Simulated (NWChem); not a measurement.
# CH4MgO2; SMILES [Mg]([O]C)[OH]

```xyz
8

Mg     0.0000     0.0000    -0.7076
O      0.0000     0.0000    -2.4664
H      0.0000     0.0000    -3.4163
O      0.0000     0.0000     1.0612
C      0.0000     0.0000     2.4320
H      0.6691     0.7784     2.8523
H     -1.0087     0.1903     2.8523
H      0.3395    -0.9687     2.8523
```
Atoms are numbered in this order, from 1.

Results from NWChem. Structure relaxed at the PBE0/def2-SVP level.

For level PBE0/cc-pVDZ:

| Quantity | Value |
|---|---|
| highest occupied level (eV) | -6.77 |
| dipole (D) | 0.74 |

**Question.** How do the values read with level PBE0/aug-cc-pVDZ instead?

**Answer.** 
- highest occupied level (eV): -7.07
- dipole (D): 0.54
